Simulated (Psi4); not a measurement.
Psi4 input (wB97X-D/6-31G*):

```
memory 1500 MB

molecule {
-1 2
C     0.06186200    0.03643700    0.98901500
Cl    0.82908900   -1.25698100   -0.18100200
Cl   -0.85092200    1.24412100   -0.16806200
symmetry c1
no_reorient
no_com
}

set {
  basis 6-31G*
  reference uks
  scf_type pk
  dft_radial_points 99
  dft_spherical_points 590
  e_convergence 1e-8
  d_convergence 1e-7
  maxiter 150
}

e = energy('wb97x-d')
print_out(f'\nFINAL {e:.10f} DIPOLE {variable("CURRENT DIPOLE")[0]:.6f} {variable("CURRENT DIPOLE")[1]:.6f} {variable("CURRENT DIPOLE")[2]:.6f}\n')
```

From the output:

```
  HONO-1 :   20  A 1.9985946
  HONO-0 :   21  A 1.0000000
  LUNO+0 :   22  A 0.0014054
  LUNO+1 :   23  A 0.0005915
  LUNO+2 :   24  A 0.0002426
  LUNO+3 :   25  A 0.0002333

Computation Completed

Properties will be evaluated at   0.000000,   0.000000,   0.000000 [a0]

Properties computed using the SCF density matrix

 Multipole Moments:

 ------------------------------------------------------------------------------------
     Multipole            Electronic (a.u.)      Nuclear  (a.u.)        Total (a.u.)
 ------------------------------------------------------------------------------------

 L = 1.  Multiply by 2.5417464519 to convert [e a0] to [Debye]
 Dipole X            :         -0.0319833            0.0000208           -0.0319625
 Dipole Y            :         -0.0188265            0.0000038           -0.0188227
 Dipole Z            :         -0.5109720            0.0000038           -0.5109682
 Magnitude           :                                                    0.5123128

 ------------------------------------------------------------------------------------

FINAL -958.3857031747 DIPOLE -0.031963 -0.018823 -0.510968

*** Psi4 exiting successfully. Buy a developer a beer!
```

The dipole moment of an ion depends on the origin.

The geometry given is a B3LYP-D3(BJ)/def2-TZVP minimum.
